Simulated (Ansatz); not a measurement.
Computed with frozen-core CCSD(T)/cc-pVTZ // B3LYP-D3(BJ)/def2-SVP run with Ansatz (a program for electronic structure). The geometry is that of the parent before the electron was removed.

Ansatz 0.2 input:
```yaml
crystal:
  periodic: [false, false, false]
  atoms:
    - { symbol: Al, position_ang: [-0.012594, -0.210205, -0.051121] }
    - { symbol: H, position_ang: [0.994306, 0.01785, -1.264685] }
    - { symbol: H, position_ang: [0.544372, -0.809747, 1.316007] }
    - { symbol: H, position_ang: [-1.577708, -0.27084, -0.343434] }
    - { symbol: O, position_ang: [-0.006483, 2.932444, 0.961758] }
    - { symbol: C, position_ang: [-0.008052, 1.860457, 0.615609] }
basis:
  gaussian: { orbitals: cc-pVTZ }
correlation:
  method: ccsd_t
total_charge: 1
magnetization:
  spin_polarized: true
  initial_magnetization: 1
```

Output:

```
Functional definition: HF
805 factors; integrals over basis functions are off by at most 1.2e-3 eV
mean field evaluation 1: about -9682.8079 eV, gradient 3.6e1 eV
mean field evaluation 2: about -9682.8152 eV, gradient 3.6e1 eV
mean field evaluation 4: about -9688.5546 eV, gradient 3.8e0 eV
mean field evaluation 8: about -9688.7742 eV, gradient 3.1e-1 eV
mean field evaluation 16: about -9688.7872 eV, gradient 5.7e-3 eV
mean field evaluation 32: about -9688.7870 eV, gradient 5.6e-2 eV
mean field evaluation 64: about -9688.7876 eV, gradient 2.6e-6 eV
mean field evaluation 96: about -9688.7841 eV, gradient 1.8e-1 eV
mean field evaluation 128: about -9688.7512 eV, gradient 2.6e-4 eV
mean field evaluation 160: about -9688.7570 eV, gradient 8.8e-2 eV
mean field evaluation 192: about -9682.7144 eV, gradient 2.4e0 eV
mean field evaluation 224: about -9688.7511 eV, gradient 2.5e-4 eV
mean field -9688.78762557 eV, -356.0563779435 hartree, gradient 2.6e-6 eV, S^2 0.774272; 11 other end points of the search recorded, 0 dependent functions left out
determinant -9688.78762557 eV, -356.0563779435 hartree, with singles and doubles -9701.41197232 eV, -356.5203141295 hartree
determinant -9688.78724340 eV, -356.0563638992 hartree, with singles and doubles -9701.41187721 eV, -356.5203106342 hartree
determinant -9688.75120747 eV, -356.0550396030 hartree, with singles and doubles -9701.44724271 eV, -356.5216102923 hartree
determinant -9688.75119440 eV, -356.0550391227 hartree, with singles and doubles -9701.44707293 eV, -356.5216040531 hartree
determinant -9688.75113319 eV, -356.0550368735 hartree, with singles and doubles -9701.44724121 eV, -356.5216102374 hartree
determinant -9685.75811744 eV, -355.9450455733 hartree, with singles and doubles -9699.12744964 eV, -356.4363594697 hartree
determinant -9688.78762557 eV, -356.0563779435 hartree, with singles and doubles -9701.29085468 eV, -356.5158631382 hartree
determinant -9688.78724340 eV, -356.0563638992 hartree, with singles and doubles -9701.29078051 eV, -356.5158604128 hartree
determinant -9688.75120747 eV, -356.0550396030 hartree, with singles and doubles -9701.30548723 eV, -356.5164008748 hartree
determinant -9688.75119440 eV, -356.0550391227 hartree, with singles and doubles -9701.30548189 eV, -356.5164006784 hartree
determinant -9688.75113319 eV, -356.0550368735 hartree, with singles and doubles -9701.30548120 eV, -356.5164006532 hartree
7 core orbitals not correlated
reference -9688.75120747 eV, -356.0550396030 hartree; 8, 7 occupied and 121, 122 virtual orbitals, 805 factors
second order -11.91962969 eV of doubles, -0.00000000 eV of singles
cycle   1  -12.55428355 eV  change   -3.8e-6 eV  update   1.0e-5
perturbative correction -0.56682357 eV, -0.0208303819 hartree
Total energy: -9701.87231458 eV, -356.5372313957 hartree
```

Cost: around 5 core-minutes (rough).
